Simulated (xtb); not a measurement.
Input file for xtb: GFN2-xTB on C4H4N2 (SMILES N#CCCC#N), a point of a torsion scan.

```
$ xtb mol.xyz --gfn 2 --opt vtight --chrg 0 --uhf 0 --input xcontrol
10

N     -2.32366285    -0.02526618     1.26810657
C     -1.50705534     0.22586937     0.48527050
C     -0.47911080     0.53772103    -0.50840155
C      0.68543808    -0.43587014    -0.39599540
C      0.21859459    -1.78656596    -0.61822067
N     -0.14933715    -2.84591601    -0.77700491
H     -0.94874007     0.47505321    -1.50952757
H     -0.08213614     1.56184377    -0.41153526
H      1.42614087    -0.11574661    -1.18520785
H      1.19918126    -0.29346667     0.55960777
$constrain
  force constant=1.0
  dihedral: 2,3,4,5,60.0
$end
```

Program output:

```
[...]
           -------------------------------------------------
          |                Calculation Setup                |
           -------------------------------------------------



           -------------------------------------------------
          |                 G F N 2 - x T B                 |
           -------------------------------------------------

        Reference                      10.1021/acs.jctc.8b01176
      * Hamiltonian:
        H0-scaling (s, p, d)           1.850000    2.230000    2.230000
        zeta-weighting                 0.500000
      * Dispersion:
        s8                             2.700000
        a1                             0.520000
        a2                             5.000000
        s9                             5.000000
      * Repulsion:
        kExp                           1.500000    1.000000
        rExp                           1.000000
      * Coulomb:
        alpha                          2.000000
        third order                    shell-resolved
        anisotropic                    true
        a3                             3.000000
        a5                             4.000000
        cn-shift                       1.200000
        cn-exp                         4.000000
        max-rad                        5.000000


          ...................................................
          :                      SETUP                      :
          :.................................................:
          :  # basis functions                  28          :
          :  # atomic orbitals                  28          :
          :  # shells                           16          :
          :  # electrons                        30          :
          :  max. iterations                   250          :
          :  Hamiltonian                  GFN2-xTB          :
          :  restarted?                      false          :
          :  GBSA solvation                  false          :
          :  PC potential                    false          :
          :  electronic temp.          300.0000000     K    :
          :  accuracy                    1.0000000          :
          :  -> integral cutoff          0.2500000E+02      :
          :  -> integral neglect         0.1000000E-07      :
          :  -> SCF convergence          0.1000000E-05 Eh   :
          :  -> wf. convergence          0.1000000E-03 e    :
          :  Broyden damping             0.4000000          :
          :  net charge                          0          :
          :  unpaired electrons                  0          :
          ...................................................

 iter      E             dE          RMSdq      gap      omega  full diag
   1    -16.6406899 -0.166407E+02  0.631E+00    6.14       0.0  T
   2    -16.6414658 -0.775948E-03  0.422E+00    6.30       1.0  T
   3    -16.6309310  0.105348E-01  0.286E+00    5.55       1.0  T
   4    -16.6772601 -0.463291E-01  0.427E-01    5.61       1.0  T
   5    -16.6778666 -0.606524E-03  0.238E-01    5.60       1.0  T
   6    -16.6781176 -0.250941E-03  0.548E-02    5.60       1.0  T
   7    -16.6781227 -0.514716E-05  0.260E-02    5.61       1.2  T
   8    -16.6781264 -0.372149E-05  0.776E-03    5.61       4.1  T
   9    -16.6781268 -0.356112E-06  0.122E-03    5.61      25.9  T
  10    -16.6781268 -0.232856E-09  0.242E-04    5.61     130.7  T
  11    -16.6781268 -0.361478E-09  0.688E-05    5.61     459.9  T

   *** convergence criteria satisfied after 11 iterations ***

         #    Occupation            Energy/Eh            Energy/eV
      -------------------------------------------------------------
         1        2.0000           -0.6814227             -18.5425
       ...           ...                  ...                  ...
         9        2.0000           -0.5219145             -14.2020
        10        2.0000           -0.4948459             -13.4654
        11        2.0000           -0.4824528             -13.1282
        12        2.0000           -0.4775269             -12.9942
        13        2.0000           -0.4748060             -12.9201
        14        2.0000           -0.4408453             -11.9960
        15        2.0000           -0.4384338             -11.9304 (HOMO)
        16                         -0.2322700              -6.3204 (LUMO)
        17                         -0.2279177              -6.2020
        18                         -0.2154991              -5.8640
        19                         -0.2145531              -5.8383
        20                          0.0612616               1.6670
       ...                                ...                  ...
        28                          1.1791950              32.0875
      -------------------------------------------------------------
                  HL-Gap            0.2061638 Eh            5.6100 eV
             Fermi-level           -0.3353519 Eh           -9.1254 eV

 SCC (total)  
[...]
   0 min,  0.002 sec ( 42.507%)
 printout                       ...        0 min,  0.000 sec (  3.053%)

         :::::::::::::::::::::::::::::::::::::::::::::::::::::
         ::                     SUMMARY                     ::
         :::::::::::::::::::::::::::::::::::::::::::::::::::::
         :: total energy             -16.361768549537 Eh    ::
         :: gradient norm              0.000135163059 Eh/a0 ::
         :: HOMO-LUMO gap              5.634279927568 eV    ::
         ::.................................................::
         :: SCC energy               -16.695311135145 Eh    ::
         :: -> isotropic ES            0.017386728324 Eh    ::
         :: -> anisotropic ES          0.002896851043 Eh    ::
         :: -> anisotropic XC          0.035722772279 Eh    ::
         :: -> dispersion             -0.005614401942 Eh    ::
         :: repulsion energy           0.333540948632 Eh    ::
         :: add. restraining           0.000001636975 Eh    ::
         :: total charge               0.000000000000 e     ::
         :::::::::::::::::::::::::::::::::::::::::::::::::::::

           -------------------------------------------------
          |                Property Printout                |
           -------------------------------------------------

    * Orbital Energies and Occupations

         #    Occupation            Energy/Eh            Energy/eV
      -------------------------------------------------------------
         1        2.0000           -0.6815589             -18.5462
       ...           ...                  ...                  ...
         3        2.0000           -0.6583329             -17.9141
         4        2.0000           -0.6380232             -17.3615
         5        2.0000           -0.5814104             -15.8210
         6        2.0000           -0.5724883             -15.5782
         7        2.0000           -0.5518629             -15.0170
         8        2.0000           -0.5309334             -14.4474
         9        2.0000           -0.5245957             -14.2750
        10        2.0000           -0.4951999             -13.4751
        11        2.0000           -0.4818223             -13.1111
        12        2.0000           -0.4778126             -13.0019
        13        2.0000           -0.4752051             -12.9310
        14        2.0000           -0.4401230             -11.9764
        15        2.0000           -0.4372564             -11.8984 (HOMO)
        16                         -0.2302004              -6.2641 (LUMO)
        17                         -0.2211362              -6.0174
        18                         -0.2131079              -5.7990
        19                         -0.2128423              -5.7917
        20                          0.0758854               2.0649
        21                          0.0919589               2.5023
        22                          0.1108668               3.0168
        23                          0.1244975               3.3877
        24                          0.1469298               3.9982
        25                          0.2095997               5.7035
        26                          0.2342857               6.3752
       ...                                ...                  ...
        28                          1.1366425              30.9296
      -------------------------------------------------------------
                  HL-Gap            0.2070560 Eh            5.6343 eV
             Fermi-level           -0.3337284 Eh           -9.0812 eV

     #   Z          covCN         q      C6AA      α(0)
     1   7 N        0.911    -0.220    25.800     7.346
     2   6 C        1.897     0.115    28.273     8.588
     3   6 C        3.809    -0.044    21.348     6.577
     4   6 C        3.809    -0.044    21.348     6.577
     5   6 C        1.897     0.115    28.273     8.588
     6   7 N        0.911    -0.220    25.800     7.346
     7   1 H        0.924     0.075     2.030     2.228
     8   1 H        0.924     0.073     2.051     2.239
     9   1 H        0.924     0.073     2.051     2.239
    10   1 H        0.924     0.075     2.030     2.228

 Mol. C6AA /au·bohr⁶  :       1273.826996
 Mol. C8AA /au·bohr⁸  :      30343.877454
 Mol. α(0) /au        :         53.957004


Wiberg/Mayer (AO) data.
largest (>0.10) Wiberg bond orders for each atom

 ---------------------------------------------------------------------------
     #   Z sym  total        # sym  WBO       # sym  WBO       # sym  WBO
 ---------------------------------------------------------------------------
     1   7 N    3.014 --     2 C    2.863
     2   6 C    3.948 --     1 N    2.863     3 C    1.049
     3   6 C    3.996 --     2 C    1.049     4 C    0.958     7 H    0.947
                             8 H    0.946
     4   6 C    3.996 --     5 C    1.049     3 C    0.958    10 H    0.947
                             9 H    0.946
     5   6 C    3.948 --     6 N    2.863     4 C    1.049
     6   7 N    3.014 --     5 C    2.863
     7   1 H    0.994 --     3 C    0.947
     8   1 H    0.995 --     3 C    0.946
     9   1 H    0.995 --     4 C    0.946
    10   1 H    0.994 --     4 C    0.947
 ---------------------------------------------------------------------------

Topologies differ in total number of bonds
Writing topology from bond orders to xtbtopo.mol

molecular dipole:
                 x           y           z       tot (Debye)
 q only:        0.906       1.046      -0.502
   full:        1.395       1.611      -0.773       5.762
molecular quadrupole (traceless):
                xx          xy          yy          xz          yz          zz
 q only:        0.346      -1.190      -3.098       3.012      -2.448       2.752
  q+dip:        0.194      -1.173      -5.014       4.795      -3.787       4.820
   full:        0.610      -2.480      -5.550       5.808      -3.812       4.940

           -------------------------------------------------
          |                Geometry Summary                 |
           -------------------------------------------------

      molecular mass/u    :       80.0881130
   center of mass at/Å    :       -0.5560879      -0.6860556      -0.1098954
  moments of inertia/u·Å² :        0.7592465E+02   0.1944366E+03   0.2517964E+03
rotational constants/cm⁻¹ :        0.2220311E+00   0.8669989E-01   0.6694945E-01

 * 7 selected distances

     #   Z          #   Z                                           value/Å
     1   7 N        2   6 C                                       1.1417874
     3   6 C        4   6 C                                       1.5392893 (max)
     5   6 C        6   7 N                                       1.1418239
     3   6 C        7   1 H                                       1.0943993
     3   6 C        8   1 H                                       1.0937086
     4   6 C        9   1 H                                       1.0937076 (min)
Note: The following floating-point exceptions are signalling: IEEE_DENORMAL
normal termination of xtb
     4   6 C       10   1 H                                       1.0943985

 * 3 distinct bonds (by element types)

   Z      Z             #   av. dist./Å        max./Å        min./Å
   1 H    6 C           4     1.0940535     1.0943993     1.0937076
   6 C    6 C           1     1.5392893     1.5392893     1.5392893
   6 C    7 N           2     1.1418057     1.1418239     1.1417874


optimized geometry written to: xtbopt.xyz


           -------------------------------------------------
          | TOTAL ENERGY              -16.361768549537 Eh   |
          | GRADIENT NORM               0.000135163059 Eh/α |
          | HOMO-LUMO GAP               5.634279927568 eV   |
           -------------------------------------------------

------------------------------------------------------------------------
------------------------------------------------------------------------
 total:
 SCF:
 ANC optimizer:
```

The run finished.

Warnings raised: the energy holds the restraint's term.

Cost: roughly 0.16 core-seconds.
